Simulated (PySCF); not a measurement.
**Dipole response of Ag (silver, neutral)**

[Kr] 4d10 5s1, 2S determinant. Calculation: PySCF 2.14, in aug-cc-pV5Z-PP with ECP28MDF (8s8p7d5f4g3h2i, 197 functions); scalar relativity through the core potential. Coupled (time-dependent) response in atomic units; α is the mean over directions.

| method | mean α (bohr³) | C₆ (like pair) | S(−4) |
| --- | --- | --- | --- |
| PBE0 | 51.69 | 409.0 | 2062 |

S(−4) is the Cauchy moment in α(ω) = α(0) + S(−4) ω² + …

Reference α: 55 ± 8 bohr³ (recommended; Schwerdtfeger and Nagle, table of static dipole polarizabilities (2023 update)). Published C₆: 341.0 (Gould and Bucko (2016)).

α(iu) at PBE0:

| u (hartree) | α(iu) (bohr³) |
| --- | --- |
| 0 | 51.69 |
| 0.0500 | 47.12 |
| 0.100 | 38.00 |
| 0.200 | 23.91 |
| 0.300 | 16.72 |
| 0.500 | 10.31 |
| 0.750 | 6.914 |
| 1.00 | 5.122 |
| 1.50 | 3.233 |
| 2.00 | 2.250 |
| 3.00 | 1.269 |
| 5.00 | 0.5575 |

Energies and moments cover only the electrons outside the core potential.
